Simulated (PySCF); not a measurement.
From one molecule to another.

First species: C5H16N2Si.
SMILES: `CCN(C)[SiH2]N(C)C`

Second species: C3H5BF2Si.
SMILES: `CC#C[SiH2]B(F)F`

Levels: CAM-B3LYP/def2-SVPD for dipole moment, HOMO energy, LUMO energy, HOMO–LUMO gap, static isotropic polarisability and electronic spatial extent ⟨r²⟩ about the centre of nuclear charge; TDDFT CAM-B3LYP/def2-SVPD for lowest singlet excitation; TDA CAM-B3LYP/def2-SVPD for lowest triplet excitation (Tamm–Dancoff); ΔSCF CAM-B3LYP/def2-SVPD for vertical ionisation energy; PBE0-D3(BJ)/def2-SVP for rotational constant A and rotational constant C. Geometries: PBE0-D3(BJ)/def2-SVP. Each species is one conformer at its optimised geometry, gas phase, non-relativistic unless stated; the electronic structure was computed with PySCF and density fitting.

The conformers computed, where there is a choice (atom-mapped SMILES and torsion angles):
- `[CH3:1][CH2:2][N:3]([CH3:4])[SiH2:5][N:6]([CH3:7])[CH3:8]`: C1–C2–N3–C4 -71°, C2–N3–Si5–N6 51°, N3–Si5–N6–C7 51°
- `[CH3:1][C:2]#[C:3][SiH2:4][B:5]([F:6])[F:7]`: C3–Si4–B5–F6 56°

Values for the first species:

| Quantity | Value |
| --- | --- |
| Dipole moment | 0.80 D |
| HOMO energy | -7.56 eV |
| LUMO energy | 1.22 eV |
| HOMO–LUMO gap | 8.78 eV |
| Lowest singlet excitation | 5.91 eV |
| Lowest triplet excitation (Tamm–Dancoff) | 5.78 eV |
| Static isotropic polarisability | 105.9 au |
| Vertical ionisation energy | 8.11 eV |
| Electronic spatial extent ⟨r²⟩ about the centre of nuclear charge | 1537 bohr² |
| Rotational constant A | 2.503 GHz |
| Rotational constant C | 0.903 GHz |

Problem. Estimate the same properties for the second species, and the change in each.

Solution. 
```json
{"property": "dipole moment", "first": "0.80 D", "second": "2.10 D", "second less first": "+1.30 D"}
{"property": "HOMO energy", "first": "-7.56 eV", "second": "-9.05 eV", "second less first": "-1.49 eV"}
{"property": "LUMO energy", "first": "1.22 eV", "second": "-0.01 eV", "second less first": "-1.23 eV"}
{"property": "HOMO–LUMO gap", "first": "8.78 eV", "second": "9.04 eV", "second less first": "+0.26 eV"}
{"property": "lowest singlet excitation", "first": "5.91 eV", "second": "5.70 eV", "second less first": "-0.21 eV"}
{"property": "lowest triplet excitation (Tamm–Dancoff)", "first": "5.78 eV", "second": "4.76 eV", "second less first": "-1.02 eV"}
{"property": "static isotropic polarisability", "first": "105.9 au", "second": "77.9 au", "second less first": "-28.0 au"}
{"property": "vertical ionisation energy", "first": "8.11 eV", "second": "9.88 eV", "second less first": "+1.77 eV"}
{"property": "electronic spatial extent ⟨r²⟩ about the centre of nuclear charge", "first": "1537 bohr²", "second": "1357 bohr²", "second less first": "-180 bohr²"}
{"property": "rotational constant A", "first": "2.503 GHz", "second": "3.719 GHz", "second less first": "+1.216 GHz"}
{"property": "rotational constant C", "first": "0.903 GHz", "second": "0.819 GHz", "second less first": "-0.084 GHz"}
```

On the first: In wavenumbers S1 is 47700 cm⁻¹ (1 eV = 8065.54 cm⁻¹).

On the second: The vertical singlet–triplet gap S1 − T1 is 0.94 eV (TDDFT singlet less Tamm–Dancoff triplet; S1: HOMO→LUMO, weight 0.41; T1: HOMO→LUMO, weight 0.43). A dipole of 2.10 D is allowed in C1, and pure rotational transitions are dipole-allowed.
